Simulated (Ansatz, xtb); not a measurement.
**C6H3BrN2: which of two isomers lies lower**

Structure I: `N#Cc1ccc(Br)nc1`, a singlet. Structure II: `N#Cc1ccc(Br)cn1`, a singlet. Both are isolated molecules in the gas phase, relaxed with r2SCAN-D4/def2-SVP.

Energies in hartree; the thermal terms are from GFN2-xTB frequencies at re-optimised GFN2-xTB minima (ideal gas, soft modes damped towards free rotors, one conformer each, 298.15 K, 1 atm) and include the zero-point energy:

```
                               I            II
E, CCSD(T)/def2-SVP  −2911.063717  −2911.060582
    E, MP2/def2-SVP  −2910.983916  −2910.981492
  E, MP2/def2-TZVPP  −2911.950747  −2911.948303
  zero-point energy      0.074103      0.074068
       H(298 K) − E      0.082820      0.082788
       G(298 K) − E      0.040239      0.040187
```

Correct the CCSD(T) difference for the basis set by the MP2 change, then work out ΔE, ΔE₀, ΔH and ΔG for I → II in kcal/mol (1 Eh = 627.51 kcal/mol) and the equilibrium ratio [II]/[I].

1. Differences II − I: CCSD(T) +0.003135, MP2 in the small set +0.002424, MP2 in the large set +0.002444 Eh.
2. ΔE = +0.003135 + (+0.002444 − (+0.002424)) = +0.003155 Eh = +1.98 kcal/mol.
3. ΔE₀ = ΔE + ΔZPE = +0.003155 + (−0.000035) Eh = +1.96 kcal/mol.
4. ΔH = ΔE + (−0.000032) Eh = +1.96 kcal/mol.
5. ΔG = ΔE + (−0.000052) Eh = +1.95 kcal/mol, so ΔS = (ΔH − ΔG)/T = +0.2 J/(mol K).
6. kT = 0.9442 mEh, so K = [II]/[I] = exp(−ΔG/kT) = exp(−3.29) ≈ 0.037.

Structure I is favoured at this temperature. An error of 1 kcal/mol in ΔG would change K by a factor of 5.4. Mirror images and further conformers aren't counted.

As drawn, both hold the same kinds of bond in the same numbers.

Other levels gave ΔE = +3.0 (GFN2-xTB); +1.8 (HF/STO-3G, GFN2-xTB geometries); +3.2 (r2SCAN-D4/def2-SVP//GFN2-xTB); +3.2 (r2SCAN-D4/def2-SVP); +2.7 (HF/def2-SVP); +1.5 (MP2/def2-SVP); +2.0 (CCSD(T)/def2-SVP) kcal/mol. The correlated steps freeze 17 core orbitals; the filled d shell of Br is correlated, in a basis made for valence electrons. Programs: Ansatz 0.2.0, xtb 6.7.1.
